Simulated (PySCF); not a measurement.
Diethylene glycol, C₄H₁₀O₃.
Bonds: O1–C2, C2–C3, C3–O4, O4–C5, C5–C6, C6–O7. Hydrogens: H8 on O1; H9, H10 on C2; H11, H12 on C3; H13, H14 on C5; H15, H16 on C6; H17 on O7.

Level: PBE0/pcSseg-1 and wB97X-D/def2-SVPD in PySCF, non-relativistic, on one gas-phase PBE0-D3(BJ)/def2-SVP geometry that isn't relaxed in the solvent. The solvent is an IEF-PCM continuum (van der Waals radii × 1.2). Only the electrostatic response of the medium enters.

Gas phase at PBE0/pcSseg-1: HOMO -7.86 eV, LUMO 1.02 eV, dipole 2.80 D.

Task: What does the continuum do to the energy, the frontier levels and the dipole at PBE0/pcSseg-1 in acetone?

Result: 
```tsv
solvent	ε	E(solvent) − E(gas) (kcal/mol)	polarisation term (kcal/mol)	distortion of the solute (kcal/mol)	HOMO (eV)	LUMO (eV)	dipole (D)
acetone	20.49	-8.19	-9.04	0.85	-7.66	1.37	3.41
```

Polarisation term: ½ Σ q·V over the induced surface charges. Distortion: the rise of the solute's own energy as its density leaves the gas-phase optimum.

Task: Which radius a makes the point-dipole formula ΔE = −[(ε − 1)/(2ε + 1)]·μ²/a³ give the value in acetone, with the gas-phase dipole?

Result: μ = 1.101 au and |ΔE| = 0.01306 Eh give a = 1.86 Å; the farthest nucleus lies 3.31 Å from the centroid of the nuclei, so such a sphere wouldn't even hold the nuclei. The formula assumes a rigid point dipole at the centre of a sphere.

Task: Which Mulliken charges (PBE0/pcSseg-1) respond most in acetone (means over atoms taken as equivalent)?

Result: 
| atoms | environment | gas (e) | solvent (e) | change |
| --- | --- | --- | --- | --- |
| O1/O7 | alcohol oxygen | -0.449 | -0.490 | -0.041 |
| H8/H17 | hydroxyl hydrogen | +0.229 | +0.250 | +0.021 |
| C2/C6 | carbinol carbon (C–OH) | +0.065 | +0.053 | -0.012 |
| H11/H12/H13/H14 | methylene hydrogen | +0.103 | +0.112 | +0.009 |
| O4 | ether oxygen | -0.564 | -0.573 | -0.009 |
| H9/H10/H15/H16 | methylene hydrogen | +0.112 | +0.119 | +0.007 |

Task: Which Mayer bond orders change most in acetone?

Result: 
```json
{"bond": "O1–C2", "length (Å)": "1.397", "gas": "0.972", "solvent": "0.957", "change": "-0.015"}
{"bond": "C6–O7", "length (Å)": "1.398", "gas": "0.970", "solvent": "0.956", "change": "-0.014"}
{"bond": "O1–H8", "length (Å)": "0.964", "gas": "0.946", "solvent": "0.938", "change": "-0.008"}
{"bond": "O7–H17", "length (Å)": "0.964", "gas": "0.947", "solvent": "0.939", "change": "-0.008"}
{"bond": "C5–C6", "length (Å)": "1.511", "gas": "1.040", "solvent": "1.046", "change": "+0.006"}
{"bond": "C2–C3", "length (Å)": "1.510", "gas": "1.041", "solvent": "1.046", "change": "+0.005"}
{"bond": "C3–O4", "length (Å)": "1.404", "gas": "0.900", "solvent": "0.897", "change": "-0.003"}
{"bond": "O4–C5", "length (Å)": "1.404", "gas": "0.899", "solvent": "0.896", "change": "-0.003"}
```

Gas phase at wB97X-D/def2-SVPD: HOMO -9.98 eV, LUMO 2.06 eV, dipole 2.95 D.

Task: What does the continuum do to the energy, the frontier levels and the dipole at wB97X-D/def2-SVPD in acetone?

Result: 
```
solvent      ε  E(solvent) − E(gas) (kcal/mol)  polarisation term (kcal/mol)  distortion of the solute (kcal/mol)  HOMO (eV)  LUMO (eV)  dipole (D)
acetone  20.49                           -8.54                         -9.69                                 1.15      -9.70       2.28        3.72
```

The atom shares or the degeneracy of the HOMO differ from the gas phase in acetone, so that column needn't follow one orbital. The atom shares or the degeneracy of the LUMO differ from the gas phase in acetone, so that column needn't follow one orbital.

Task: How does the static polarisability (wB97X-D/def2-SVPD, frozen core, with the continuum's full static response) change?

Result: 
| medium | isotropic (au) | principal values (au) | ⟨r²⟩ of the electrons (bohr²) |
| --- | --- | --- | --- |
| gas | 65.3 | 58.1, 64.3, 73.7 | 1065.3 |
| acetone | 83.8 | 79.6, 83.7, 88.3 | 1066.2 |

The isotropic value in acetone is 1.28 times the gas-phase one; no cavity-field correction is applied. ⟨r²⟩ is taken about the centre of nuclear charge.

Time: 20 s wall. Hardware: one thread, Arm Neoverse V2, on a shared host. This is the whole shielding run at PBE0/pcSseg-1 in acetone, SCF included.

Note: wB97X-D ran without an empirical dispersion term, which enters the total energy and its gradient alone.
